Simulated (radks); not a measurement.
Results of a calculation; reference values are marked as such.
Species: Hf35+. Configuration: [Kr] 4d1. Level of theory: scalar-relativistic Kohn-Sham, PBE, spin-unpolarised, spherical densities, point nucleus (a radial shooting solver on a logarithmic mesh with Libxc functionals).

Unscreened Slater integrals over Kohn-Sham orbitals (hartree).

\begin{tabular}{lr}
integral & value \\ \hline
F0(4d,4d) & 2.0585 \\
F2(4d,4d) & 1.0513 \\
F4(4d,4d) & 0.71707 \\
F0(4d,4p) & 2.0546 \\
F2(4d,4p) & 1.0553 \\
G1(4d,4p) & 1.3114 \\
G3(4d,4p) & 0.84157 \\
F0(4d,4s) & 2.0840 \\
G2(4d,4s) & 1.0409 \\
F0(4d,3d) & 2.6404 \\
F2(4d,3d) & 0.77438 \\
F4(4d,3d) & 0.38852 \\
G0(4d,3d) & 0.24669 \\
G2(4d,3d) & 0.31401 \\
G4(4d,3d) & 0.24756 \\
F0(4p,4p) & 2.0563 \\
F2(4p,4p) & 1.0740 \\
F0(4p,4s) & 2.0849 \\
G1(4p,4s) & 1.4114 \\
F0(4p,3d) & 2.6095 \\
F2(4p,3d) & 0.74245 \\
G1(4p,3d) & 0.24038 \\
G3(4p,3d) & 0.24268 \\
F0(4s,4s) & 2.1162 \\
F0(4s,3d) & 2.6594 \\
G2(4s,3d) & 0.24792 \\
F0(3d,3d) & 4.8725 \\
F2(3d,3d) & 2.4869 \\
F4(3d,3d) & 1.6009 \\
\end{tabular}

Derived for the open shells (J is the average intra-shell exchange parameter used in DFT+U). 4d: Racah B = F2/49 - 5 F4/441 = 0.01333 hartree, C = 35 F4/441 = 0.05691 hartree, C/B = 4.27, F4/F2 = 0.682, J = (F2 + F4)/14 = 0.1263 hartree.
